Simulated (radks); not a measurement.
Valence configurations of Tl IV (all share [Xe]). Calculated with a radial shooting solver on a logarithmic mesh with Libxc functionals: Dirac Kohn-Sham, PBE, spin-unpolarised, spherical densities, point nucleus; open shells fill j = l - 1/2 first. Order these by energy: 4f12 5d10 6p2; 4f13 5d10 6p1; 4f13 5d9 6s1 6p1; 4f14 5d8 6s2; 4f12 5d10 6s1 6p1; 4f14 5d9 6s1; 4f14 5d10; 4f14 5d9 6p1; 4f12 5d10 6s2; 4f13 5d10 6s1.

Answer. From the lowest, in eV above it: 4f14 5d10 0.000; 4f14 5d9 6s1 9.119; 4f14 5d9 6p1 18.178; 4f14 5d8 6s2 19.757; 4f13 5d10 6s1 113.67; 4f13 5d10 6p1 122.87; 4f13 5d9 6s1 6p1 135.32; 4f12 5d10 6s2 243.15; 4f12 5d10 6s1 6p1 252.84; 4f12 5d10 6p2 262.62. NIST lists [Xe] 4f14 5d10 as the ground configuration; this level of theory agrees among the configurations tried. The energies are those of spherical spin-averaged densities, not of single terms.
